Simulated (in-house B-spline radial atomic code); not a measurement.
## Mn VIII (Mn7+): [Ne] 3s1 3p6 (6f5/2)1 (an excited or competing configuration)

Method: Dirac-Hartree-Fock, average of the jj configuration, Fermi nucleus of rms radius 3.7057 fm. Calculated with an all-electron radial atomic-structure program (B-spline basis).

Effective charges: Z_r = [3n² - l(l+1)]/(2<r>) from the radius, Z_e = n√(-2ε) from the energy, and Slater's rules. Values are occupation-weighted means over j.

```
shell  electrons   ε (eV)  <r> (bohr)    Z_r    Z_e  Slater
   1s          2  -6776.8     0.06087  24.64  22.32   24.70
   2s          2  -980.05      0.2772  21.65  16.97   20.85
   2p          6  -854.39      0.2452  20.39  15.85   20.85
   3s          1  -259.67      0.7785  17.34  13.11   14.10
   3p          6  -214.92      0.7985  15.65  11.92   14.10
   6f          1  -24.905       5.776   8.31   8.12    8.00
```

The least bound orbital is 6f5/2 at -24.9 eV, and it is also the most diffuse (<r> = 5.776 bohr). The part-filled 3s shell lies below the filled 3p shell in orbital energy.

For the 1s electron the small component carries 0.807 % of the norm, the zero-frequency Breit interaction raises the level by 7.403 eV, self-energy by 3.602 eV, and vacuum polarisation lowers it by 0.3002 eV.
